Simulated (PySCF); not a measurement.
Br3Ga.

```xyz
4

Ga     0.0000     0.0000     0.0000
Br     2.2823     0.0000     0.0000
Br    -1.1412    -1.9765     0.0000
Br    -1.1412     1.9765     0.0000
```

Coordinates come from a B3LYP-D3(BJ)/def2-SVP optimisation. The isomer is the one that the SMILES or the coordinates give; other isomers of the formula were not compared.

Level of theory: HF/pcSseg-1 (PySCF). Non-relativistic, no solvent.

Computed absolute GIAO shielding of each atom: isotropic value and principal components (ppm):
```json
[
 {"atom": "Ga1", "σ(iso)": "1508.6", "σ11": "1320.5", "σ22": "1602.7", "σ33": "1602.7", "span": "282.2"},
 {"atom": "Br2", "σ(iso)": "2638.1", "σ11": "2384.1", "σ22": "2611.4", "σ33": "2918.7", "span": "534.6"},
 {"atom": "Br3", "σ(iso)": "2638.1", "σ11": "2384.1", "σ22": "2611.4", "σ33": "2918.7", "span": "534.6"},
 {"atom": "Br4", "σ(iso)": "2638.1", "σ11": "2384.1", "σ22": "2611.4", "σ33": "2918.7", "span": "534.6"}
]
```
